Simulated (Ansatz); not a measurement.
`[CH3][GeH2][Se]C` + `[OH][Au]` → `C[O][Au]` + `[CH3][GeH2][SeH]` at 298.15 K and 1 bar (substitution at a C–Se bond).

Computed with Ansatz on PBE0-D4/def2-TZVP structures; ΔE is electronic, products minus reactants. CCSD(T)/CBS adds triple-zeta CCSD(T) − MP2 to the extrapolated MP2 energy (def2 sets, frozen cores). Elements past krypton have def2 core potentials. For Au, Ge, Se outer-core shells are correlated without core-valence functions, which leaves a few kJ/mol of doubt a bond. Scalar relativity is left out up to krypton. One conformer a species, not always the lowest.

```json
{"species": "`[CH3][GeH2][Se]C`", "CCSD(T)/CBS energy (Eh)": "-4557.76484", "H − E (kJ/mol)": "260.8", "S (J/(mol·K))": "379.3"}
{"species": "`[OH][Au]`", "CCSD(T)/CBS energy (Eh)": "-211.25768", "H − E (kJ/mol)": "42.5", "S (J/(mol·K))": "260.2"}
{"species": "`C[O][Au]`", "CCSD(T)/CBS energy (Eh)": "-250.49639", "H − E (kJ/mol)": "120.4", "S (J/(mol·K))": "297.1"}
{"species": "`[CH3][GeH2][SeH]`", "CCSD(T)/CBS energy (Eh)": "-4518.50643", "H − E (kJ/mol)": "177.8", "S (J/(mol·K))": "340.2"}
```

H − E and S are ideal-gas, rigid-rotor, harmonic terms from PBE0-D4/def2-TZVP, for one conformer and one mirror image of each species. 1 Eh = 2625.50 kJ/mol, R = 8.31446 J/(mol·K).

Problem. By hand: ΔE, ΔH, ΔS and ΔG.

Solution. ΔE = (-250.49639) + (-4518.50643) − (-4557.76484) − (-211.25768) = 0.01970 Eh = 51.7 kJ/mol. Δ(H − E) = 120.4 + 177.8 − 260.8 − 42.5 = -5.1, so ΔH = 46.6 kJ/mol. ΔS = 297.1 + 340.2 − 379.3 − 260.2 = -2.2 J/(mol·K). ΔG = 46.6 − 298.15 × (-2.2)/1000 = 47.3 kJ/mol.

Problem. By hand: the equilibrium constant, and the temperature at which ΔG would vanish if ΔH and ΔS stayed fixed.

Solution. log₁₀ K = −ΔG/(RT ln 10) = -8.3. ΔH and −TΔS have one sign here, so there is no such temperature.

The number of gas molecules stays the same, so ΔS is small and ΔH decides. A doubt of 5 kJ/mol in ΔE shifts log₁₀ K by 0.9 here. Other conformers and mirror images would add mixing entropy, several J/(mol·K) or more a flexible species. Modes under 60 cm⁻¹, often nearly free rotors, make the harmonic entropy too high. These are equilibria of isolated gas molecules and say nothing of rates. Largest T1 diagnostic: 0.033 (customary marks: 0.02 for closed shells, 0.045 for open ones).

ΔS is within the doubt of such terms, so its sign, and with it that verdict, could turn.
